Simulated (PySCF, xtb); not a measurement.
Sb(Br)(SiH3)2 (BrH6SbSi2), SMILES [Sb]([SiH3])([Br])[SiH3].

GFN2-xTB (xtb) at its own geometry gives an orbital gap of 2.98 eV and a dipole moment of 6.62 D.

Coordinates come from a B3LYP-D3(BJ)/def2-SVP optimisation. The def2 effective core potentials stand for the cores of Sb; spin–orbit coupling is left out.

### Question
What does PBE/def2-TZVP run with PySCF give? (The exact figures need the calculation; the answer reports its results.)

### Answer
gap 3.12 eV (levels -6.14 and -3.02 eV), dipole 2.22 D.
